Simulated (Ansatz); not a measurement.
Ansatz (an electronic-structure program) input (B3LYP-D3(BJ)/def2-TZVP):

Ansatz 0.2 input:
```yaml
crystal:
  periodic: [false, false, false]
  atoms:
    - {symbol: C, position_ang: [2.96936590, 0.64856652, -0.10587037]}
    - {symbol: C, position_ang: [1.95001966, -0.35959739, 0.42763158]}
    - {symbol: C, position_ang: [0.60603057, 0.27989099, 0.59786826]}
    - {symbol: C, position_ang: [-0.47317048, 0.06667364, -0.14494360]}
    - {symbol: C, position_ang: [-0.50739313, -0.90373860, -1.29374102]}
    - {symbol: C, position_ang: [-1.77045194, 0.77037579, 0.14981076]}
    - {symbol: C, position_ang: [-2.81779674, -0.19786335, 0.70185918]}
    - {symbol: H, position_ang: [3.94848098, 0.18568776, -0.20858621]}
    - {symbol: H, position_ang: [3.05668327, 1.49578626, 0.57089061]}
    - {symbol: H, position_ang: [2.65747159, 1.02082481, -1.07933762]}
    - {symbol: H, position_ang: [2.29198695, -0.72723252, 1.39929147]}
    - {symbol: H, position_ang: [1.89053107, -1.21154627, -0.24923931]}
    - {symbol: H, position_ang: [0.55417837, 1.00352618, 1.40204952]}
    - {symbol: H, position_ang: [-0.54911019, -1.93024477, -0.92889100]}
    - {symbol: H, position_ang: [0.37820421, -0.80430683, -1.91739663]}
    - {symbol: H, position_ang: [-1.38268212, -0.72875562, -1.91449998]}
    - {symbol: H, position_ang: [-1.60141370, 1.56666955, 0.87715824]}
    - {symbol: H, position_ang: [-2.15351792, 1.22732194, -0.76698448]}
    - {symbol: H, position_ang: [-3.03630415, -0.98312404, -0.01761521]}
    - {symbol: H, position_ang: [-3.74208314, 0.33042596, 0.92526505]}
    - {symbol: H, position_ang: [-2.45386327, -0.66138698, 1.61611962]}
basis:
  gaussian:
    orbitals: def2-TZVP
hamiltonian:
  xc: b3lyp
  dispersion: d3bj
relax: {f_tol: 0.002, max_steps: 150}
```

Output:

```
Functional definition: B3LYP
integrals: 0.30 GiB planned
1876 factors; their error is unknown
0.41 GiB of the device are held for the grids
1.84 GiB of device memory are held for the factors and their scratch space
mean field: 2.14 GiB planned
mean field evaluation 1: about -7470.8082 eV, gradient 9.1e1 eV
mean field evaluation 2: about -7457.7972 eV, gradient 1.1e2 eV
mean field evaluation 4: about -7490.4700 eV, gradient 7.4e0 eV
mean field evaluation 8: about -7490.5506 eV, gradient 7.4e-1 eV
mean field evaluation 16: about -7490.5515 eV, gradient 1.0e-4 eV
mean field -7490.55145697 eV, -275.2726887655 hartree, gradient 2.5e-5 eV, S^2 0.000000; 0 other end points of the search recorded, 0 dependent functions left out
the calculation of the forces begins
reference -7490.55181405 eV, -275.2727018879 hartree; 28, 28 occupied and 273, 273 virtual orbitals, 1876 factors
relax step   1: F+E_penalty+E_count = -7491.34394226 eV  Δ(F+E_penalty+E_count) = +0.000e0 eV  max|allowed force component| = 2.753e-1 eV/Å  Δτ_max = 0.0000 Å  (29 SCF iters, accepted)
these checks for a lower state are left out or cut short: starts, cluster_reference, orbital_swaps, neighbouring_geometries, increment
integrals: 0.30 GiB planned
1876 factors; their error is unknown
0.40 GiB of the device are held for the grids
1.83 GiB of device memory are held for the factors and their scratch space
mean field: 2.13 GiB planned
mean field -7490.57757040 eV, -275.2736484162 hartree, gradient 1.6e-5 eV, S^2 0.000000; 0 other end points of the search recorded, 0 dependent functions left out
the calculation of the forces begins
reference -7490.57792906 eV, -275.2736615969 hartree; 28, 28 occupied and 273, 273 virtual orbitals, 1876 factors
relax step   2: F+E_penalty+E_count = -7491.36359848 eV  Δ(F+E_penalty+E_count) = -1.966e-2 eV  max|allowed force component| = 1.969e-1 eV/Å  Δτ_max = 0.0488 Å  (31 SCF iters, accepted)
these checks for a lower state are left out or cut short: starts, cluster_reference, orbital_swaps, neighbouring_geometries, increment
integrals: 0.30 GiB planned
1876 factors; their error is unknown
0.40 GiB of the device are held for the grids
1.83 GiB of device memory are held for the factors and their scratch space
mean field: 2.13 GiB planned
mean field evaluation 32: about -7490.5838 eV, gradient 1.6e-5 eV
mean field -7490.58375832 eV, -275.2738758184 hartree, gradient 1.6e-5 eV, S^2 0.000000; 0 other end points of the search recorded, 0 dependent functions left out
the calculation of the forces begins
reference -7490.58411780 eV, -275.2738890288 hartree; 28, 28 occupied and 273, 273 virtual orbitals, 1876 factors
relax step   3: F+E_penalty+E_count = -7491.36737895 eV  Δ(F+E_penalty+E_count) = -3.780e-3 eV  max|allowed force component| = 3.774e-2 eV/Å  Δτ_max = 0.0350 Å  (31 SCF iters, accepted)
these checks for a lower state are left out or cut short: starts, cluster_reference, orbital_swaps, neighbouring_geometries, increment
integrals: 0.30 GiB planned
1876 factors; their error is unknown
0.40 GiB of the device are held for the grids
1.83 GiB of device memory are held for the factors and their scratch space
mean field: 2.13 GiB planned
mean field -7490.58652155 eV, -275.2739773649 hartree, gradient 2.0e-5 eV, S^2 0.000000; 0 other end points of the search recorded, 0 dependent functions left out
the calculation of the forces begins
reference -7490.58688110 eV, -275.2739905783 hartree; 28, 28 occupied and 273, 273 virtual orbitals, 1876 factors
relax step   4: F+E_penalty+E_count = -7491.37001803 eV  Δ(F+E_penalty+E_count) = -2.639e-3 eV  max|allowed force component| = 3.234e-2 eV/Å  Δτ_max = 0.0510 Å  (30 SCF iters, accepted)
these checks for a lower state are left out or cut short: starts, cluster_reference, orbital_swaps, neighbouring_geometries, increment
integrals: 0.30 GiB planned
1876 factors; their error is unknown
[...]
integrals: 0.30 GiB planned
1876 factors; their error is unknown
0.40 GiB of the device are held for the grids
1.83 GiB of device memory are held for the factors and their scratch space
mean field: 2.12 GiB planned
mean field -7490.60858893 eV, -275.2747883263 hartree, gradient 1.4e-5 eV, S^2 0.000000; 0 other end points of the search recorded, 0 dependent functions left out
the calculation of the forces begins
reference -7490.60895170 eV, -275.2748016578 hartree; 28, 28 occupied and 273, 273 virtual orbitals, 1876 factors
relax step  11: F+E_penalty+E_count = -7491.38823387 eV  Δ(F+E_penalty+E_count) = -2.004e-4 eV  max|allowed force component| = 7.440e-3 eV/Å  Δτ_max = 0.0153 Å  (31 SCF iters, accepted)
these checks for a lower state are left out or cut short: starts, cluster_reference, orbital_swaps, neighbouring_geometries, increment
integrals: 0.30 GiB planned
1876 factors; their error is unknown
0.40 GiB of the device are held for the grids
1.83 GiB of device memory are held for the factors and their scratch space
mean field: 2.12 GiB planned
mean field -7490.60871356 eV, -275.2747929064 hartree, gradient 1.3e-5 eV, S^2 0.000000; 0 other end points of the search recorded, 0 dependent functions left out
the calculation of the forces begins
reference -7490.60907644 eV, -275.2748062418 hartree; 28, 28 occupied and 273, 273 virtual orbitals, 1876 factors
relax step  12: F+E_penalty+E_count = -7491.38791882 eV  Δ(F+E_penalty+E_count) = +3.150e-4 eV  max|allowed force component| = 9.737e-2 eV/Å  Δτ_max = 0.0411 Å  (30 SCF iters, rejected (line search))
these checks for a lower state are left out or cut short: starts, cluster_reference, orbital_swaps, neighbouring_geometries, increment
integrals: 0.30 GiB planned
1876 factors; their error is unknown
0.40 GiB of the device are held for the grids
1.83 GiB of device memory are held for the factors and their scratch space
mean field: 2.12 GiB planned
mean field evaluation 96: about -7490.6510 eV, gradient 1.1e0 eV
mean field -7490.60896347 eV, -275.2748020905 hartree, gradient 1.4e-5 eV, S^2 0.000000; 0 other end points of the search recorded, 0 dependent functions left out
the calculation of the forces begins
reference -7490.60932625 eV, -275.2748154225 hartree; 28, 28 occupied and 273, 273 virtual orbitals, 1876 factors
relax step  13: F+E_penalty+E_count = -7491.38838227 eV  Δ(F+E_penalty+E_count) = -1.484e-4 eV  max|allowed force component| = 9.055e-3 eV/Å  Δτ_max = 0.0198 Å  (31 SCF iters, accepted)
these checks for a lower state are left out or cut short: starts, cluster_reference, orbital_swaps, neighbouring_geometries, increment
integrals: 0.30 GiB planned
1876 factors; their error is unknown
0.40 GiB of the device are held for the grids
1.83 GiB of device memory are held for the factors and their scratch space
mean field: 2.12 GiB planned
mean field -7490.60926331 eV, -275.2748131095 hartree, gradient 1.3e-5 eV, S^2 0.000000; 0 other end points of the search recorded, 0 dependent functions left out
the calculation of the forces begins
reference -7490.60962604 eV, -275.2748264396 hartree; 28, 28 occupied and 273, 273 virtual orbitals, 1876 factors
relax step  14: F+E_penalty+E_count = -7491.38846163 eV  Δ(F+E_penalty+E_count) = -7.935e-5 eV  max|allowed force component| = 1.870e-2 eV/Å  Δτ_max = 0.0304 Å  (31 SCF iters, accepted)
these checks for a lower state are left out or cut short: starts, cluster_reference, orbital_swaps, neighbouring_geometries, increment
integrals: 0.30 GiB planned
1876 factors; their error is unknown
0.40 GiB of the device are held for the grids
1.83 GiB of device memory are held for the factors and their scratch space
mean field: 2.12 GiB planned
mean field -7490.60930435 eV, -275.2748146175 hartree, gradient 1.4e-5 eV, S^2 0.000000; 0 other end points of the search recorded, 0 dependent functions left out
the calculation of the forces begins
reference -7490.60966705 eV, -275.2748279466 hartree; 28, 28 occupied and 273, 273 virtual orbitals, 1876 factors
relax step  15: F+E_penalty+E_count = -7491.38847984 eV  Δ(F+E_penalty+E_count) = -1.822e-5 eV  max|allowed force component| = 9.760e-3 eV/Å  Δτ_max = 0.0033 Å  (32 SCF iters, accepted)
these checks for a lower state are left out or cut short: starts, cluster_reference, orbital_swaps, neighbouring_geometries, increment
integrals: 0.30 GiB planned
1876 factors; their error is unknown
0.40 GiB of the device are held for the grids
1.83 GiB of device memory are held for the factors and their scratch space
mean field: 2.12 GiB planned
mean field -7490.60929443 eV, -275.2748142529 hartree, gradient 1.3e-5 eV, S^2 0.000000; 0 other end points of the search recorded, 0 dependent functions left out
the calculation of the forces begins
reference -7490.60965711 eV, -275.2748275811 hartree; 28, 28 occupied and 273, 273 virtual orbitals, 1876 factors
relax step  16: F+E_penalty+E_count = -7491.38849581 eV  Δ(F+E_penalty+E_count) = -1.596e-5 eV  max|allowed force component| = 3.859e-3 eV/Å  Δτ_max = 0.0018 Å  (32 SCF iters, accepted)
these checks for a lower state are left out or cut short: starts, cluster_reference, orbital_swaps, neighbouring_geometries, increment
integrals: 0.30 GiB planned
1876 factors; their error is unknown
0.40 GiB of the device are held for the grids
1.83 GiB of device memory are held for the factors and their scratch space
mean field: 2.12 GiB planned
mean field evaluation 128: about -7490.6093 eV, gradient 1.0e-2 eV
mean field -7490.60931053 eV, -275.2748148446 hartree, gradient 1.3e-5 eV, S^2 0.000000; 0 other end points of the search recorded, 0 dependent functions left out
the calculation of the forces begins
reference -7490.60967320 eV, -275.2748281725 hartree; 28, 28 occupied and 273, 273 virtual orbitals, 1876 factors
relax step  17: F+E_penalty+E_count = -7491.38849687 eV  Δ(F+E_penalty+E_count) = -1.068e-6 eV  max|allowed force component| = 2.782e-3 eV/Å  Δτ_max = 0.0014 Å  (32 SCF iters, accepted)
these checks for a lower state are left out or cut short: starts, cluster_reference, orbital_swaps, neighbouring_geometries, increment
integrals: 0.30 GiB planned
1876 factors; their error is unknown
0.40 GiB of the device are held for the grids
1.83 GiB of device memory are held for the factors and their scratch space
mean field: 2.12 GiB planned
mean field -7490.60932424 eV, -275.2748153485 hartree, gradient 1.4e-5 eV, S^2 0.000000; 0 other end points of the search recorded, 0 dependent functions left out
the calculation of the forces begins
reference -7490.60968691 eV, -275.2748286764 hartree; 28, 28 occupied and 273, 273 virtual orbitals, 1876 factors
relax step  18: F+E_penalty+E_count = -7491.38849833 eV  Δ(F+E_penalty+E_count) = -1.452e-6 eV  max|allowed force component| = 1.913e-3 eV/Å  Δτ_max = 0.0022 Å  (32 SCF iters, accepted)
integrals: 0.30 GiB planned
1876 factors; their error is unknown
0.40 GiB of the device are held for the grids
1.83 GiB of device memory are held for the factors and their scratch space
mean field: 2.12 GiB planned
mean field evaluation 160: about -7490.6093 eV, gradient 9.0e-5 eV
mean field -7490.60932424 eV, -275.2748153485 hartree, gradient 1.4e-5 eV, S^2 0.000000; 1 other end points of the search recorded, 0 dependent functions left out
the calculation of the forces begins
reference -7490.60968691 eV, -275.2748286764 hartree; 28, 28 occupied and 273, 273 virtual orbitals, 1876 factors
Total energy: -7491.38886100 eV, -275.3034627959 hartree
Atom 0 at     3.030472     0.736614    -0.092378 Å, force     0.000148     0.000336    -0.000266 eV/Å
Atom 1 at     2.005195    -0.309299     0.361042 Å, force     0.000499    -0.000384     0.000215 eV/Å
Atom 2 at     0.637230     0.276157     0.539824 Å, force    -0.001601    -0.000167    -0.001455 eV/Å
Atom 3 at    -0.476977     0.011700    -0.145933 Å, force     0.001913     0.000836     0.000797 eV/Å
Atom 4 at    -0.563124    -0.980002    -1.273410 Å, force    -0.000202    -0.000423    -0.000180 eV/Å
Atom 5 at    -1.766662     0.719971     0.190057 Å, force    -0.000474     0.000004     0.000225 eV/Å
Atom 6 at    -2.863812    -0.210499     0.719984 Å, force    -0.000050     0.000043    -0.000103 eV/Å
Atom 7 at     4.030892     0.304969    -0.163584 Å, force    -0.000178    -0.000151     0.000181 eV/Å
Atom 8 at     3.074436     1.571654     0.610426 Å, force    -0.000035    -0.000032     0.000081 eV/Å
Atom 9 at     2.762455     1.141802    -1.069909 Å, force     0.000047     0.000147    -0.000051 eV/Å
Atom 10 at     2.335043    -0.733741     1.315924 Å, force    -0.000087    -0.000135    -0.000144 eV/Å
Atom 11 at     1.990123    -1.137321    -0.348351 Å, force    -0.000143    -0.000121     0.000248 eV/Å
Atom 12 at     0.569819     1.027987     1.323920 Å, force    -0.000206     0.000034     0.000194 eV/Å
Atom 13 at    -1.165084    -1.848375    -0.991813 Å, force     0.000214     0.000143    -0.000439 eV/Å
Atom 14 at     0.411046    -1.343379    -1.592269 Å, force    -0.000369     0.000109     0.000141 eV/Å
Atom 15 at    -1.054320    -0.527063    -2.139784 Å, force     0.000213    -0.000084     0.000464 eV/Å
Atom 16 at    -1.565983     1.497640     0.929976 Å, force     0.000119    -0.000235     0.000056 eV/Å
Atom 17 at    -2.140238     1.228153    -0.706893 Å, force     0.000050    -0.000174    -0.000105 eV/Å
Atom 18 at    -3.149384    -0.960706    -0.018969 Å, force    -0.000015     0.000036     0.000028 eV/Å
Atom 19 at    -3.760664     0.356201     0.976855 Å, force    -0.000170    -0.000205     0.000113 eV/Å
Atom 20 at    -2.525300    -0.734509     1.616124 Å, force     0.000325     0.000425    -0.000001 eV/Å
Dipole moment:    -0.019211    -0.029991    -0.031189 e Å
```
